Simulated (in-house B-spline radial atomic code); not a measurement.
PBEsol excitations of Zn III (Zn2+)

Method: PBEsol. Computed with a B-spline radial code for spherical atoms: linear response of the closed shell [Ar] 3d10 with the functional's adiabatic kernel; non-relativistic, point nucleus, no spin-orbit coupling, no double excitations, S, P, D and F terms only. Only terms of natural parity with L up to 3 were computed.

Without relativity these are model numbers for so heavy an element.

Command:
```bash
python run_td.py task.json out
```
Settings (radii: box in bohr, nucleus in fm):
```
Z                        30
electrons                28
configuration            [Ar] 3d10
hamiltonian              nr
method                   pbesol
box_radius               29.48
intervals                55
```

Run time, properties included: 1.3 s on 1 thread of Arm Neoverse N1, with other jobs on the host.

The lowest states, in the order of their Tamm-Dancoff energies; the method's threshold (minus the highest occupied level) is 31.06 eV. Labels give the largest channel, * marks a mixed state, and oscillator strengths are full-response dipole values. Semilocal kernels can invert the small singlet-triplet splittings of Rydberg terms. Energies in eV:

```csv
state,full response,Tamm-Dancoff,oscillator strength
3d → 4s 3D,8.240,8.269,-
3d → 4s 1D,8.803,8.812,-
3d → 4p 3P,15.203,15.231,-
3d → 4p 3F,15.344,15.361,-
3d → 4p 1F,15.606,15.609,-
3d → 4p 1P,16.337,16.405,0.451
3d → 5s 3D,23.012,23.016,-
3d → 5s 1D,23.106,23.107,-
3d → 4d 3S,?,?,-
3d → 4d 3D,?,?,-
```

Where does 3d → 4d 3S lie?

At 23.394 eV in full response, 23.413 eV in Tamm-Dancoff.

Where does 3d → 4d 3D lie?

At 23.753 eV in full response, 23.757 eV in Tamm-Dancoff.

How large is the singlet-triplet splitting of 3d → 4s (D terms) in Tamm-Dancoff?

0.544 eV, from the unrounded values.

What polarisabilities and dispersion coefficient does the method give?

Dipole 2.905 bohr³, quadrupole 9.697 bohr⁵, C6 7.804 hartree·bohr⁶ for two such species.
